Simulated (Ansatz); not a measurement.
Cl$_{2}$Sr (SMILES [Cl][Sr][Cl]), singlet, at a GFN2-xTB geometry (such geometries of metal compounds can be far from the true shape) (core potentials on Sr); PBE/def2-SV(P) in Ansatz (an electronic-structure program).

Input for Ansatz:
Ansatz 0.2 input:
```yaml
crystal:
  periodic: [false, false, false]
  atoms:
    - {symbol: Sr, position_ang: [0.29122395, -0.61094818, 0.12088586]}
    - {symbol: Cl, position_ang: [1.08031446, 1.07365832, -1.54654975]}
    - {symbol: Cl, position_ang: [-1.73128564, 0.29199055, 1.27633429]}
basis:
  gaussian:
    orbitals: def2-SV_P_.json
hamiltonian:
  xc: pbe
scf: {lower_state_search: full}
```
The basis file holds def2-SV(P) in the JSON format of the Basis Set Exchange.

Output, abridged:

```
Functional definition: PBE
671 factors; their error is unknown
mean field evaluation 1: about -25865.2083 eV, gradient 2.6e1 eV
mean field evaluation 2: about -25857.5500 eV, gradient 5.6e1 eV
mean field evaluation 4: about -25867.2828 eV, gradient 2.0e0 eV
mean field evaluation 8: about -25867.2491 eV, gradient 2.2e-2 eV
mean field evaluation 16: about -25854.3051 eV, gradient 1.3e1 eV
mean field evaluation 32: about -25867.2491 eV, gradient 1.3e-2 eV
mean field evaluation 64: about -25867.2491 eV, gradient 1.2e-4 eV
mean field -25867.24914064 eV, -950.6038724675 hartree, gradient 3.6e-5 eV, S^2 0.000000; 3 other end points of the search recorded, 0 dependent functions left out
reference -25867.24918910 eV, -950.6038742481 hartree; 22, 22 occupied and 37, 37 virtual orbitals, 671 factors
Total energy: -25867.24918910 eV, -950.6038742481 hartree
```
